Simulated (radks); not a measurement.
Q: The indium ion In+ is in [Kr] 4d10 5s2. Method: scalar-relativistic Kohn-Sham, PBE, spin-polarised, spherical densities, finite nucleus; Fermi nuclear charge, rms radius of each element as measured or else 0.836 A^(1/3) + 0.57 fm; computed with a radial shooting solver on a logarithmic mesh with Libxc functionals. Open shells are filled with parallel spins first. One electron is removed from 4d, 4p, 4s, 5s in turn, with full relaxation. Which removal costs least, and what does each cost?

A: 5s 18.979 eV; 4d 33.307 eV; 4p 93.787 eV; 4s 135.66 eV. The 5s electron leaves first.
